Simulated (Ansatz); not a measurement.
```yaml
crystal:
  periodic: [false, false, false]
  atoms:
    - {symbol: N, position_ang: [2.285835, -0.710878, 1.439442]}
    - {symbol: C, position_ang: [1.481547, -0.996849, 0.659884]}
    - {symbol: S, position_ang: [0.325626, -1.438808, -0.476620]}
    - {symbol: Ge, position_ang: [-0.832399, 0.501813, -0.413253]}
    - {symbol: H, position_ang: [0.115218, 1.625530, -0.835511]}
    - {symbol: H, position_ang: [-1.361381, 0.685149, 1.010032]}
    - {symbol: H, position_ang: [-1.953246, 0.265945, -1.429774]}
basis:
  gaussian: {orbitals: STO-3G}
hamiltonian: {xc: {name: B3LYP}, dispersion: d4}
scf: {lower_state_search: full}
output: {forces: true}
```

```sh
$ ansatz run in.yaml --threads 2 --pin off --events-out ev --progress --plain --max-ram 4352MiB
```

Shortened log:

```
Functional definition: B3LYP
456 factors; integrals over basis functions are off by at most 2.8e-5 eV
mean field evaluation 1: about -69118.8082 eV, gradient 4.4e1 eV
mean field evaluation 2: about -69118.7636 eV, gradient 4.4e1 eV
mean field evaluation 4: about -69124.1045 eV, gradient 1.4e1 eV
mean field evaluation 8: about -69124.6529 eV, gradient 8.8e-2 eV
mean field -69124.65296178 eV, -2540.2841419730 hartree, gradient 1.3e-5 eV, S^2 0.000000; 0 other end points of the search recorded, 0 dependent functions left out
reference -69124.65311867 eV, -2540.2841477382 hartree; 32, 32 occupied and 8, 8 virtual orbitals, 456 factors
Total energy: -69124.92654339 eV, -2540.2941959115 hartree
Atom 0 at     2.285835    -0.710878     1.439442 Å, force     4.319631     1.463532     4.150921 eV/Å
Atom 1 at     1.481547    -0.996849     0.659884 Å, force    -3.254646    -1.081276    -3.116078 eV/Å
Atom 2 at     0.325626    -1.438808    -0.476620 Å, force    -1.301792     0.117189    -0.969322 eV/Å
Atom 3 at    -0.832399     0.501813    -0.413253 Å, force    -0.731183     0.900688    -0.126292 eV/Å
Atom 4 at     0.115218     1.625530    -0.835511 Å, force    -1.405416    -1.593027     0.613178 eV/Å
Atom 5 at    -1.361381     0.685149     1.010032 Å, force     0.742715    -0.226017    -2.069975 eV/Å
Atom 6 at    -1.953246     0.265945    -1.429774 Å, force     1.630690     0.418911     1.517568 eV/Å
Dipole moment:    -0.658083     0.160927    -0.438907 e Å
```

It took 0.75 s on 2 threads of an AMD EPYC 7B13 on a shared host, with 0.12 GiB of host memory at the peak.
